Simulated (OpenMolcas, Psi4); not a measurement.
# How methods differ on CuF (fluorocopper)

The species is CuF (2 atoms), meant as a singlet with charge 0. As SMILES, `[F][Cu]`. The shape is that of a PBE0-D4/def2-TZVP optimisation.

```
atom    x (Å)    y (Å)    z (Å)
   F   0.7510  -0.2689   0.3771
  Cu  -0.7510   0.2689  -0.3771
```

Each level gives the energy change with the F1–Cu2 bond stretched from 1.765 to 2.647 Å (eV). The values are calculated.

| level | kind | program | value (eV) | less CCSD(T)/def2-TZVPP |
| --- | --- | --- | --- | --- |
| HF/def2-TZVPP (unrestricted) | Hartree–Fock | OpenMolcas | 1.81 | -0.29 |
| SVWN5/def2-TZVPP (restricted) | LDA | OpenMolcas | 2.40 | +0.30 |
| BLYP/def2-TZVPP (restricted) | GGA | OpenMolcas | 1.92 | -0.18 |
| TPSS/def2-TZVPP (restricted) | meta-GGA | OpenMolcas | 2.07 | -0.03 |
| B3LYP/def2-TZVPP (restricted) | global hybrid | OpenMolcas | 2.04 | -0.06 |
| M06-2X/def2-TZVPP (restricted) | hybrid meta-GGA | OpenMolcas | 2.13 | +0.03 |
| B2PLYP/def2-TZVPP (restricted) | double hybrid | OpenMolcas | 2.15 | +0.05 |
| MP2/def2-TZVPP (restricted) | perturbation theory | OpenMolcas | 2.33 | +0.23 |
| CCSD(T)/def2-TZVPP (restricted) | coupled cluster or CI | Psi4 | 2.10 | 0.00 |

Differences are taken from CCSD(T)/def2-TZVPP (restricted) for orientation; it has basis-set and higher-order errors of its own. The first shape isn't each level's own minimum. The values span 1.81 to 2.40 eV.
